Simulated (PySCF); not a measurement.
A GIAO shielding run with PySCF 2.14.0 with density-fitted response routines (density fitting, non-relativistic, gas phase) on `[Cl][Cu-][Cl]`, [Cl$_{2}$Cu]-:

```
{"job": {"kind": "nmr", "xc": "PBE", "basis": {"default": "pcSseg-1", "Cu": "pcSseg-2"}, "pop": false}, "charge": -1, "multiplicity": 1}
Cu     0.000591     0.000340     0.000039
Cl    -0.017769    -0.022242     2.146660
Cl     0.017178     0.021902    -2.146709
```

Hardware: 1 thread of an x86-64 server CPU, shared host.

Problem. How large is the calculation?

Solution. 64 electrons, 121 basis functions and 596 auxiliary functions.

Problem. How long does it take?

Solution. 7.5 s of wall time, with 14 SCF cycles. Times on a shared host scatter by some tens of per cent.

Problem. And these other runs on the same molecule and hardware: GIAO shielding at B3LYP/pcSseg-1 (pcSseg-2 on Cu); GIAO shielding at PBE0/pcSseg-1 (pcSseg-2 on Cu)?

Solution. B3LYP/pcSseg-1 (pcSseg-2 on Cu): 121 functions, 6.1 s; PBE0/pcSseg-1 (pcSseg-2 on Cu): 121 functions, 9.4 s.
